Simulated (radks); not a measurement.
The numbers below are computed, except where a source is named.
Q: The bromine ion Br4.25+, configuration [Ar] 3d10 4p(up 1, down 1) 4s(up 0.5, down 0.25) (fractional occupations, a model configuration). Level of theory: scalar-relativistic Kohn-Sham, SCAN, spin-polarised, spherical densities, finite nucleus; meta-GGA in the generalised Kohn-Sham scheme; Fermi nuclear charge, rms radius 4.1629 fm (a radial shooting solver on a logarithmic mesh with Libxc functionals). Some entries of the table are withheld. Estimate them.

| orbital | occ. | eigenvalue (eV) | <r> (bohr) |
|---|---|---|---|
| 1s up | 1 | -13414.74 | 0.04275 |
| 1s down | 1 | -13414.69 | 0.04275 |
| 2s up | 1 | -1808.865 | 0.1893 |
| 2s down | 1 | -1808.855 | 0.1893 |
| 2p up | 3 | -1600.156 | 0.1654 |
| 2p down | 3 | -1600.132 | 0.1654 |
| 3s up | 1 | -304.6259 | 0.5494 |
| 3s down | 1 | -304.5874 | 0.5493 |
| 3p up | 3 | -237.7995 | 0.5619 |
| 3p down | 3 | -237.7461 | 0.5617 |
| 3d up | 5 | -127.8380 | (1) |
| 3d down | 5 | -127.7400 | (2) |
| 4s up | 0.5 | -72.2136 | (3) |
| 4s down | 0.25 | -71.7740 | (4) |
| 4p up | 1 | -56.5485 | 1.665 |
| 4p down | 1 | -56.1619 | 1.672 |

A: 
(1) 3d up <r> (bohr): 0.5837
(2) 3d down <r> (bohr): 0.5828
(3) 4s up <r> (bohr): 1.492
(4) 4s down <r> (bohr): 1.501
